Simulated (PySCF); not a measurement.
Spectrum to structure. The calculation used TDDFT PBE0/def2-SVPD, vertical, gas phase, core orbitals frozen in the response in PySCF 2.14.0, density-fitted response routines. Geometries: GFN2-xTB, one conformer each.

```csv
state,E (eV),f
S1,5.57,0.0034
S2,6.92,0.0064
S3,6.95,0.0002
S4,7.29,0.0041
S5,7.49,0.029
S6,7.63,0.065
```

Orbital energies (eV): HOMO-3 -9.15, HOMO-2 -8.97, HOMO-1 -8.82, HOMO -8.04, LUMO -0.50, LUMO+1 0.34, LUMO+2 0.57.

Question: Which structure fits? All have the formula C5H7ClO2.
A. `O=C1C[C@@H](Cl)CCO1`
B. `C(=C(\Cl)CC)/C(O)=O`
C. `O=C1CO[C@H](CCl)C1`
D. `C(/C(OC)=O)=C\CCl`
E. `C=C(CCl)C(=O)OC`

Answer: A. Its S1, at 5.57 eV, is the highest among the candidates; the nearest of the others has S1 at 4.89 eV. S1 is HOMO→LUMO (78%), HOMO→LUMO+2 (9%). Löwdin shares by element: HOMO oxygen 58% or more, carbon 19% or more, chlorine 10%; LUMO carbon 32% or more, chlorine 23%, oxygen 16% or more (atoms not listed hold the other 29%). At the same level the other candidates give, for their lowest levels:
- `CC/C(Cl)=C\C(=O)O`: 4.76 eV (f 0.000); 5.58 eV (f 0.408); 6.11 eV (f 0.000); 6.83 eV (f 0.001); 6.90 eV (f 0.012); T1 3.54 eV; HOMO -7.83, LUMO -1.72 eV
- `O=C1CO[C@H](CCl)C1`: 4.32 eV (f 0.000); 5.74 eV (f 0.007); 6.75 eV (f 0.001); 6.83 eV (f 0.002); 6.85 eV (f 0.015); T1 3.76 eV; HOMO -7.44, LUMO -0.94 eV
- `COC(=O)/C=C/CCl`: 4.78 eV (f 0.000); 5.75 eV (f 0.170); 5.78 eV (f 0.045); 6.21 eV (f 0.271); 6.37 eV (f 0.183); T1 3.73 eV; HOMO -8.28, LUMO -1.80 eV
- `C=C(CCl)C(=O)OC`: 4.89 eV (f 0.000); 5.69 eV (f 0.023); 5.72 eV (f 0.015); 6.25 eV (f 0.124); 6.52 eV (f 0.204); T1 3.70 eV; HOMO -8.19, LUMO -1.68 eV
Triplets come from the Tamm–Dancoff approximation.
